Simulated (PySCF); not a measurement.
The isolated species `[BH3-][N+]#CC` is ionised with synchrotron light (hν = 3100.0 eV). Calculated photoelectron kinetic energies of its computed core levels, recoil neglected:

```csv
line,kinetic energy (eV)
1,2906.09
2,2806.99
3,2806.71
4,2693.06
```

Computed with PySCF, delta-SCF UKS SCAN, pcX-2 on the ionised atom, pcseg-1 elsewhere, spin-free X2C.

Question: Convert to binding energies and name the level and atom behind each line. Numbering: `[BH3-:1][N+:2]#[C:3][CH3:4]`.

Answer: Against the vacuum level, binding energy = hν − kinetic energy.

| line | binding energy (eV) | level | atoms | environment |
| --- | --- | --- | --- | --- |
| 1 | 193.91 | B 1s | B1 | four-coordinate boron |
| 2 | 293.01 | C 1s | C3 | triply bonded carbon |
| 3 | 293.29 | C 1s | C4 | methyl carbon |
| 4 | 406.94 | N 1s | N2 | nitrogen bonded to B and C |

Question: Where does line 2 move with hν = 1253.6 eV?

Answer: To 1253.6 − 293.01 = 960.59 eV; every photoline shifts by the change in photon energy, -1846.4 eV.

Lowest listed C 1s: C3, bonded to N (triple bond) and C. Highest, 0.28 eV above it: C4, bonded to C and 3 H. Summing the Pauling electronegativity differences to the bonded atoms, each weighted by its formal bond order, gives +1.47 for the lowest site and -1.05 for the highest; the largest sum, +1.47, belongs to C3, 0.28 eV below the top. The smallest sum, -1.05, belongs to C4, 0.28 eV above the lowest.

Question: Which photon wavelength matches the C 1s of C3 threshold?

Answer: λ = hc/E = 12398.42 eV Å / 293.01 eV = 42.314 Å.

Other core shells, valence and Auger electrons aren't listed. Isolated species at its PBE0-D3(BJ)/def2-SVP geometry, gas phase.
